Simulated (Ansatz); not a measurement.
BrH3OSSi, SMILES `O[SiH](S)Br`, one more setting.

```yaml
crystal:
  periodic: [false, false, false]
  atoms:
    - {symbol: O, position_ang: [0.035268, 1.581853, -0.347621]}
    - {symbol: Si, position_ang: [0.182044, 0.178070, 0.324508]}
    - {symbol: S, position_ang: [0.674338, -1.183346, -1.115597]}
    - {symbol: Br, position_ang: [-1.616370, -0.456610, 1.283761]}
    - {symbol: H, position_ang: [-0.551784, 1.663805, -1.052921]}
    - {symbol: H, position_ang: [1.158907, 0.332675, 1.333783]}
    - {symbol: H, position_ang: [0.176445, -2.181727, -0.469690]}
basis:
  gaussian: {orbitals: ANO-RCC-VTZP}
hamiltonian: {xc: {name: HSE06}, dispersion: d3bjatm}
accuracy: high
output: {forces: true}
```

```sh
$ ansatz run in.yaml --threads 4 --pin off --events-out ev --progress --plain --max-ram 10444MiB
```

Output, abridged:

```
Functional definition: HSE06
3330 factors; integrals over basis functions are off by at most 4.7e-9 eV
150 factors; integrals over basis functions are off by at most 1.6e-9 eV
mean field evaluation 1: about -91759.2530 eV, gradient 5.6e1 eV
mean field evaluation 2: about -91748.2446 eV, gradient 9.4e1 eV
mean field evaluation 4: about -91764.4534 eV, gradient 3.4e0 eV
mean field evaluation 8: about -91764.6642 eV, gradient 7.1e-1 eV
mean field evaluation 16: about -91764.6655 eV, gradient 1.7e-4 eV
mean field -91764.66554578 eV, -3372.2892584830 hartree, gradient 8.9e-8 eV, S^2 0.000000; 0 other end points of the search recorded, 0 dependent functions left out
reference -91764.66555138 eV, -3372.2892586888 hartree; 38, 38 occupied and 145, 145 virtual orbitals, 3330 factors
Total energy: -91764.82283657 eV, -3372.2950388132 hartree
Relativity: scalar
Atom 0 at     0.035268     1.581853    -0.347621 Å, force     1.008107     2.330512     0.312159 eV/Å
Atom 1 at     0.182044     0.178070     0.324508 Å, force     0.355022    -1.092885     0.997014 eV/Å
Atom 2 at     0.674338    -1.183346    -1.115597 Å, force     1.082771     0.019790    -2.073470 eV/Å
Atom 3 at    -1.616370    -0.456610     1.283761 Å, force    -1.402681    -0.480932     0.786858 eV/Å
Atom 4 at    -0.551784     1.663805    -1.052921 Å, force    -1.365369     0.413444    -1.727510 eV/Å
Atom 5 at     1.158907     0.332675     1.333783 Å, force     0.921642     0.126264     0.944687 eV/Å
Atom 6 at     0.176445    -2.181727    -0.469690 Å, force    -0.599492    -1.316193     0.760262 eV/Å
Dipole moment:    -0.086516    -0.049750    -0.150950 e Å
```

It took 2.1 min on 4 threads of an Arm Neoverse V2 on a shared host, with 1.3 GiB of host memory at the peak.
